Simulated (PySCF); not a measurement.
Bond stretch in H3Al, SMILES [AlH3]. The Al1–H4 bond (Al1 also carries H, H; H4 carries nothing else) is pulled apart rigidly from the PBE0/def2-TZVP optimised geometry.

Levels: UCCSD = CCSD on UHF/cc-pVDZ, 5 core orbitals frozen run with PySCF 2.14.0; RHF/cc-pVDZ (PySCF); RKS-CAM-B3LYP = PySCF with restricted CAM-B3LYP/cc-pVDZ; UKS-M06-2X = unrestricted M06-2X/cc-pVDZ (PySCF 2.14.0).

Energies are in eV, each relative to the lowest point of its own curve near equilibrium.

| R / Å | UCCSD | RHF | RKS-CAM-B3LYP | UKS-M06-2X |
|---|---|---|---|---|
| 1.27 | 1.051 | 1.072 | 1.021 | 1.022 |
| 1.35 | 0.521 | 0.531 | 0.507 | 0.502 |
| 1.43 | 0.204 | 0.208 | 0.198 | 0.192 |
| 1.49 | 0.072 | 0.072 | 0.070 | 0.065 |
| 1.52 | 0.033 | 0.033 | 0.032 | 0.028 |
| 1.59 | 0.000 | 0.000 | 0.000 | 0.000 |
| 1.65 | 0.024 | 0.026 | 0.024 | 0.028 |
| 1.70 | 0.073 | 0.079 | 0.074 | 0.080 |
| 1.74 | 0.128 | 0.138 | 0.129 | 0.137 |
| 1.83 | 0.291 | 0.313 | 0.293 | 0.304 |
| 1.99 | 0.668 | 0.722 | 0.675 | 0.689 |
| 2.15 | 1.094 | 1.195 | 1.115 | 1.130 |
| 2.39 | 1.736 | 1.936 | 1.799 | 1.813 |
| 2.60 | 2.249 | 2.567 | 2.374 | 2.384 |
| 2.88 | 2.810 | 3.343 | 3.069 | 2.982 |
| 3.20 | 3.247 | 4.123 | 3.749 | 3.314 |
| 3.49 | 3.461 | 4.731 | 4.263 | 3.462 |
| 3.86 | 3.567 | 5.385 | 4.796 | 3.557 |
| 4.27 | (withheld) | (withheld) | 5.255 | — |
| 4.80 | (withheld) | (withheld) | (withheld) | — |
| 5.55 | 3.613 | 7.114 | (withheld) | — |

**Question.** What belongs in the gaps?

**Answer.** 
- 4.27, UCCSD: 3.600
- 4.27, RHF: 5.973
- 4.80, UCCSD: 3.610
- 4.80, RHF: 6.556
- 4.80, RKS-CAM-B3LYP: 5.687
- 5.55, RKS-CAM-B3LYP: 6.079

Dashes: no converged value, or the column stops at the first point that the program doubted or that broke a chosen test of continuity, which isn't proof of a fault.

The unrestricted determinant behind UCCSD is spin-contaminated at 2.39 to 5.55 Å (<S²> up to 1.0, against 0.00 for a pure singlet). The restricted form behind RHF, RKS-CAM-B3LYP keeps the bonding electrons paired and can't separate into open-shell fragments. At the longest distance RKS-CAM-B3LYP leaves fractional charges on the fragments, a sign of delocalisation error or of the restricted form. The unrestricted solution behind UKS-M06-2X changes between 3.86 and 4.27 Å, which can leave a kink. The unrestricted determinant behind UKS-M06-2X is spin-contaminated at 2.88 to 3.86, 4.80 to 5.55 Å (<S²> up to 1.0, against 0.00 for a pure singlet).
